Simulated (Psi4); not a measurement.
C2H6BClO (SMILES CCOBCl), singlet, at a GFN2-xTB geometry; MP2/def2-TZVP in Psi4 1.11.

Here is a job for Psi4.
```
memory 2 GB

molecule {
0 1
  B    -0.22251661   -0.36647859    0.76327469
  H    -1.05997573   -1.17722340    0.94851165
  Cl    1.05693211   -0.20452781    1.89660343
  O    -0.19672902    0.45794261   -0.27215753
  C    -1.12985664    0.46739771   -1.33420050
  C    -0.49699264   -0.10729726   -2.59491132
  H    -2.02160877   -0.10833145   -1.05769637
  H    -1.41337029    1.51287800   -1.49336099
  H    -0.22577694   -1.14824635   -2.43581608
  H    -1.19997488   -0.04486138   -3.42057867
  H     0.40037177    0.45100663   -2.84776005
}

set basis def2-tzvp
set freeze_core true

energy('mp2')
print_variables()
```

Question: Predict the main parts of the log of this Psi4 run.

Answer: 
```
    SCF Algorithm Type (re)set to DF.

   => Loading Basis Set <=

    Name: DEF2-TZVP
    Role: ORBITAL
    Keyword: BASIS

         ---------------------------------------------------------
                                   SCF
               by Justin Turney, Rob Parrish, Andy Simmonett
                          and Daniel G. A. Smith
                              RHF Reference
         ---------------------------------------------------------

  ==> Geometry <==

    Molecular point group: c1
    Full point group: C1

    Geometry (in Angstrom), charge = 0, multiplicity = 1:

       Center              X                  Y                   Z               Mass
    ------------   -----------------  -----------------  -----------------  -----------------
         B           -0.290736143873    -0.365830629729     0.623790471150    11.009305360000
         H           -1.128195263873    -1.176575439729     0.809027431150     1.007825032230
         CL           0.988712576127    -0.203879849729     1.757119211150    34.968852682000
         O           -0.264948553873     0.458590570271    -0.411641748850    15.994914619570
         C           -1.198076173873     0.468045670271    -1.473684718850    12.000000000000
         C           -0.565212173873    -0.106649299729    -2.734395538850    12.000000000000
         H           -2.089828303873    -0.107683489729    -1.197180588850     1.007825032230
         H           -1.481589823873     1.513525960271    -1.632845208850     1.007825032230
         H           -0.293996473873    -1.147598389729    -2.575300298850     1.007825032230
         H           -1.268194413873    -0.044213419729    -3.560062888850     1.007825032230
         H            0.332152236127     0.451654590271    -2.987244268850     1.007825032230

  Running in c1 symmetry.

  Rotational constants: A =      0.55076  B =      0.05181  C =      0.05038 [cm^-1]
  Rotational constants: A =  16511.42425  B =   1553.17387  C =   1510.33618 [MHz]
  Nuclear repulsion =  203.980873994920245

  Charge       = 0
  Multiplicity = 1
  Electrons    = 48
  Nalpha       = 24
  Nbeta        = 24

  ==> Algorithm <==

  SCF Algorithm Type is DF.
  DIIS enabled.
  MOM disabled.
  Fractional occupation disabled.
  Guess Type is SAD.
  Energy threshold   = 1.00e-08
  Density threshold  = 1.00e-08
  Integral threshold = 1.00e-12

  ==> Primary Basis <==

  Basis Set: DEF2-TZVP
    Blend: DEF2-TZVP
    Number of shells: 81
    Number of basis functions: 197
    Number of Cartesian functions: 222
    Spherical Harmonics?: true
    Max angular momentum: 3

   => Loading Basis Set <=

    Name: (DEF2-TZVP AUX)
    Role: JKFIT
    Keyword: DF_BASIS_SCF

  ==> Integral Setup <==

  SCF_SUBTYPE=INCORE selected. In-core MEM_DF algorithm will be used.
  Using in-core AOs.

  ==> MemDFJK: Density-Fitted J/K Matrices <==

    J tasked:                   Yes
    K tasked:                   Yes
    wK tasked:                   No
    Algorithm:                 Core
    Schwarz Cutoff:           1E-12
    Mask sparsity (%):       5.4163
    Fitting Condition:        1E-10

   => Auxiliary Basis Set <=

  Basis Set: (DEF2-TZVP AUX)
    Blend: DEF2-UNIVERSAL-JKFIT
    Number of shells: 174
    Number of basis functions: 538
    Number of Cartesian functions: 635
    Spherical Harmonics?: true
    Max angular momentum: 4

  Minimum eigenvalue in the overlap matrix is 2.3518698816E-04.
  Reciprocal condition number of the overlap matrix is 2.7311074372E-05.
    Using symmetric orthogonalization.

  ==> Pre-Iterations <==

  SCF Guess: Superposition of Atomic Densities via on-the-fly atomic UHF (no occupation information).

   -------------------------
    Irrep   Nso     Nmo
   -------------------------
     A        197     197
   -------------------------
    Total     197     197
   -------------------------

  ==> Iterations <==

                           Total Energy        Delta E     RMS |[F,P]|

   @DF-RHF iter SAD:  -637.71523840238785   -6.37715e+02   0.00000e+00
   @DF-RHF iter   1:  -638.32072049976728   -6.05482e-01   2.52923e-03 ADIIS/DIIS
   @DF-RHF iter   2:  -638.41739560677388   -9.66751e-02   1.34449e-03 ADIIS/DIIS
   @DF-RHF iter   3:  -638.44366213176602   -2.62665e-02   2.85249e-04 ADIIS/DIIS
   @DF-RHF iter   4:  -638.44564073782033   -1.97861e-03   9.11714e-05 DIIS
   @DF-RHF iter   5:  -638.44587805618767   -2.37318e-04   1.95456e-05 DIIS
   @DF-RHF iter   6:  -638.44589466170055   -1.66055e-05   6.01099e-06 DIIS
   @DF-RHF iter   7:  -638.44589646165366   -1.79995e-06   1.72070e-06 DIIS
   @DF-RHF iter   8:  -638.44589663386796   -1.72214e-07   5.34752e-07 DIIS
   @DF-RHF iter   9:  -638.44589664832847   -1.44605e-08   1.41600e-07 DIIS
   @DF-RHF iter  10:  -638.44589664932198   -9.93509e-10   3.57699e-08 DIIS
   @DF-RHF iter  11:  -638.44589664938951   -6.75300e-11   9.87386e-09 DIIS
  Energy and wave function converged.

  ==> Post-Iterations <==

    Orbital Energies [Eh]
    ---------------------

    Doubly Occupied:

[...]
    Virtual:

[...]
    Final Occupation by Irrep:
              A
    DOCC [    24 ]
    NA   [    24 ]
    NB   [    24 ]

  @DF-RHF Final Energy:  -638.44589664938951

   => Energetics <=

    Nuclear Repulsion Energy =            203.9808739949202447
    One-Electron Energy =               -1283.3231271103511517
    Two-Electron Energy =                 440.8963564660412544
    Total Energy =                       -638.4458966493896241

Computation Completed

Properties will be evaluated at   0.000000,   0.000000,   0.000000 [a0]

Properties computed using the SCF density matrix

 Multipole Moments:

 ------------------------------------------------------------------------------------
     Multipole            Electronic (a.u.)      Nuclear  (a.u.)        Total (a.u.)
 ------------------------------------------------------------------------------------

 L = 1.  Multiply by 2.5417464519 to convert [e a0] to [Debye]
 Dipole X            :          5.4286445           -6.1879790           -0.7593345
 Dipole Y            :         -0.1480281            0.0587743           -0.0892539
 Dipole Z            :         11.8246875          -12.6521745           -0.8274870
 Magnitude           :                                                    1.1266277

 ------------------------------------------------------------------------------------

  //>>>>>>>>>>>>>>>>>>>>>>>>>>>>>>>>>>>//
  //               DFMP2               //
  //<<<<<<<<<<<<<<<<<<<<<<<<<<<<<<<<<<<//

   => Loading Basis Set <=

    Name: (DEF2-TZVP AUX)
    Role: RIFIT
    Keyword: DF_BASIS_MP2

	 --------------------------------------------------------
	                          DF-MP2
	      2nd-Order Density-Fitted Moller-Plesset Theory

	        Rob Parrish, Justin Turney, Andy Simmonett,
	           Ed Hohenstein, and C. David Sherrill
	 --------------------------------------------------------

   => Auxiliary Basis Set <=

  Basis Set: (DEF2-TZVP AUX)
    Blend: DEF2-TZVP-RI
    Number of shells: 159
    Number of basis functions: 507
    Number of Cartesian functions: 622
    Spherical Harmonics?: true
    Max angular momentum: 4

	 --------------------------------------------------------
	                 NBF =   197, NAUX =   507
	 --------------------------------------------------------
	   CLASS    FOCC     OCC    AOCC    AVIR     VIR    FVIR
	   PAIRS       9      24      15     173     173       0
	 --------------------------------------------------------

	-----------------------------------------------------------
	 ==================> DF-MP2 Energies <====================
	-----------------------------------------------------------
	 Reference Energy          =    -638.4458966493895105 [Eh]
	 Singles Energy            =      -0.0000000000000000 [Eh]
	 Same-Spin Energy          =      -0.2037581788322853 [Eh]
	 Opposite-Spin Energy      =      -0.6473771586062219 [Eh]
	 Correlation Energy        =      -0.8511353374385072 [Eh]
	 Total Energy              =    -639.2970319868280740 [Eh]
	-----------------------------------------------------------
	 ================> DF-SCS-MP2 Energies <==================
	-----------------------------------------------------------
	 SCS Same-Spin Scale       =       0.3333333333333333 [-]
	 SCS Opposite-Spin Scale   =       1.2000000000000000 [-]
	 SCS Same-Spin Energy      =      -0.0679193929440951 [Eh]
	 SCS Opposite-Spin Energy  =      -0.7768525903274662 [Eh]
	 SCS Correlation Energy    =      -0.8447719832715613 [Eh]
	 SCS Total Energy          =    -639.2906686326610952 [Eh]
	-----------------------------------------------------------

  Variable Map:
  ----------------------------------------------------------------------------
[...]
  Array Variable Map:
  ----------------------------------------------------------------------------
[...]
[...]
```
